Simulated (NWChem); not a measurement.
# CH$_{4}$O$_{2}$Si; SMILES C1O[SiH2]O1

```xyz
8

C      0.0000     0.0000    -1.2709
O      0.0000     1.1143    -0.3570
Si     0.0000     0.0000     0.9094
O      0.0000    -1.1143    -0.3570
H     -0.9040     0.0000    -1.8906
H      0.9040     0.0000    -1.8906
H      1.2110     0.0000     1.7699
H     -1.2110     0.0000     1.7699
```
Atoms are numbered in this order, from 1.

Computed with NWChem. Pople sets run with spherical d functions. All runs use the structure optimised with B3LYP/6-31G* (spherical d). Level: B3LYP/6-31G* with SMD (1 M gas to 1 M solution), gas-phase geometry. Reactions with the solvent are ignored.

For solvent water:

- solvation free energy (kcal/mol) = -3.7
- cavity-dispersion-structure term (kcal/mol) = 2.2

Question: What are these values for solvent toluene?

Answer: The solvation free energy (kcal/mol) is -2.5 and the cavity-dispersion-structure term (kcal/mol) is -0.9.
